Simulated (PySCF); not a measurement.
B2PLYP on V⁻ (vanadium, charge -1), [Ar] 3d4 4s2, high-spin 5D determinant. Computed with PySCF 2.14 in dyall-av2z, with the non-relativistic Hamiltonian (point nucleus).

```
cycle= 1 E= -943.63021744782  delta_E= -0.0121  |g|= 0.0212  |ddm|= 0.418
cycle= 2 E= -943.63153827935  delta_E= -0.00132  |g|= 0.00799  |ddm|= 0.192
cycle= 3 E= -943.632008311313  delta_E= -0.00047  |g|= 0.00463  |ddm|= 0.115
cycle= 4 E= -943.632173098216  delta_E= -0.000165  |g|= 0.00335  |ddm|= 0.0617
cycle= 5 E= -943.632290128987  delta_E= -0.000117  |g|= 0.002  |ddm|= 0.0813
cycle= 6 E= -943.632304082805  delta_E= -1.4e-05  |g|= 0.000391  |ddm|= 0.0253
cycle= 7 E= -943.632305978328  delta_E= -1.9e-06  |g|= 3.84e-05  |ddm|= 0.0129
cycle= 8 E= -943.632305984673  delta_E= -6.35e-09  |g|= 1.41e-05  |ddm|= 0.000474
cycle= 9 E= -943.632305984867  delta_E= -1.94e-10  |g|= 2.34e-06  |ddm|= 5.3e-05
converged SCF energy = -943.632305984867  <S^2> = 6.0957211  2S+1 = 5.038143
```

Highest occupied orbital energy: 0.419 eV; ⟨L²⟩ = 6.02; populations by l: s 8.00, p 12.00, d 4.00, f 0.00.

Task: Can this result be used?

Result: With care. The run converged. The log shows the SCF part alone; with the PT2 term the energy is -943.662 hartree. ⟨S²⟩ = 6.10 against 6.00 shows spin contamination. At B2PLYP the highest occupied level has a positive energy, so only the finite basis holds that electron; in a semilocal or global hybrid functional this comes from self-interaction and does not mean that the real anion is unbound.
